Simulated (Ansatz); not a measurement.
Basis-set extrapolation for `CC(C)[O][AlH][F]` (PBE0-D4/def2-TZVP geometry, frozen core, the Gaussian-basis code of Ansatz). Multiplicity 1, RHF reference.

```
                      def2-TZVPP   def2-QZVPP
                 HF  -534.747277  -534.769088
    MP2 correlation    -1.089923    -1.172863
CCSD(T) correlation    -1.171461      not run
```

Energies in hartree. Use E(X) = E(∞) + A·exp(−7.88·√X) for Hartree–Fock and E(X) = E(∞) + B·X^(−2.97) for correlation, with X = 3 and 4, and add CCSD(T) minus MP2 of the smaller set to the MP2 limit.

What is the CCSD(T) energy at the basis-set limit?

HF limit: -534.769088 + (-0.021811) × 0.13774 = -534.77209. MP2 limit: -1.172863 + (-0.082940) × 0.74074 = -1.23430. Higher-order term: -1.171461 − (-1.089923) = -0.08154. Total: -536.08793 hartree, 106.2 kcal/mol below CCSD(T)/def2-TZVPP.
